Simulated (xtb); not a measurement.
Input for xtb: GFN2-xTB on LaPb, 2S+1 = 6, a spin state set in the input, which need not be the lowest, a point of a bond scan (R = 3.425 Å).

```
$ xtb mol.xyz --gfn 2 --sp --chrg 0 --uhf 5
2

La     0.00000000     0.00000000     0.00000000
Pb     0.00000000     0.00000000     3.42458700
```

The head of its log:

```
[...]
           -------------------------------------------------
          |                Calculation Setup                |
           -------------------------------------------------



           -------------------------------------------------
          |                 G F N 2 - x T B                 |
           -------------------------------------------------

        Reference                      10.1021/acs.jctc.8b01176
      * Hamiltonian:
        H0-scaling (s, p, d)           1.850000    2.230000    2.230000
        zeta-weighting                 0.500000
      * Dispersion:
        s8                             2.700000
        a1                             0.520000
        a2                             5.000000
        s9                             5.000000
      * Repulsion:
        kExp                           1.500000    1.000000
        rExp                           1.000000
      * Coulomb:
        alpha                          2.000000
        third order                    shell-resolved
        anisotropic                    true
        a3                             3.000000
        a5                             4.000000
        cn-shift                       1.200000
        cn-exp                         4.000000
        max-rad                        5.000000


          ...................................................
          :                      SETUP                      :
          :.................................................:
          :  # basis functions                  14          :
          :  # atomic orbitals                  13          :
          :  # shells                            5          :
          :  # electrons                         7          :
          :  max. iterations                   250          :
          :  Hamiltonian                  GFN2-xTB          :
          :  restarted?                      false          :
          :  GBSA solvation                  false          :
          :  PC potential                    false          :
          :  electronic temp.          300.0000000     K    :
          :  accuracy                    1.0000000          :
          :  -> integral cutoff          0.2500000E+02      :
          :  -> integral neglect         0.1000000E-07      :
          :  -> SCF convergence          0.1000000E-05 Eh   :
          :  -> wf. convergence          0.1000000E-03 e    :
          :  Broyden damping             0.4000000          :
          :  net charge                          0          :
          :  unpaired electrons                  5          :
          ...................................................

 iter      E             dE          RMSdq      gap      omega  full diag
   1     -2.8309739 -0.283097E+01  0.355E+01    0.00       0.0  T
   2     -3.1351155 -0.304142E+00  0.254E+01    0.00       1.0  T
```

**Question.** Predict the final total energy.

**Answer.** -3.3892 hartree.
